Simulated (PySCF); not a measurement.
## A thermochemical cycle for RbS

PBE in PySCF with def2-SVPD on every atom (core potentials on Rb), for the lowest determinant that a PBE0 search found; no spin–orbit coupling. RbS, a doublet (π ↑), has De = 2.66 eV to neutral atoms, and RbS⁺, a triplet (π ↑↑), has De = 0.30 eV to Rb⁺ + S.

The adiabatic ionisation energy of RbS, between the minima, is 6.64 eV.

Task: Which ionisation energy of the Rb atom does this level give?

Result: IE(Rb) = IE(molecule) + De(ion) − De(neutral) = 6.64 + 0.30 − 2.66 = 4.28 eV; the measured value is 4.177 eV (NIST ASD).

Weak bonds: RbS⁺. Basis-set superposition, not corrected here, can be much of De in a small basis, most of all at correlated wavefunction levels. Spin–orbit coupling is left out. For an ion De counts to the pair picked by the measured ionisation energies or electron affinities, which need not be the lowest pair at this level. States were picked by a PBE0 search and need not be the measured ground states.
